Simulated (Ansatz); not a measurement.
Question: Name a neutral molecule of C, F, N, Si and H with HOMO–LUMO gap (PBE/def2-TZVPP) between 4.20 and 4.50 eV and LUMO energy (PBE/def2-TZVPP) between -2.10 and -1.80 eV (Ansatz, PBE0-D4/def2-TZVP geometry).

Answer: `C=NC(F)N[SiH3]` (4.22 eV, -1.96 eV); `FC1=N[SiH2]1` (4.33 eV, -1.95 eV); `FC1=N[SiH]1F` (4.46 eV, -1.96 eV). Other molecules can fit too; these were computed, each in one conformer that needn't be the lowest.
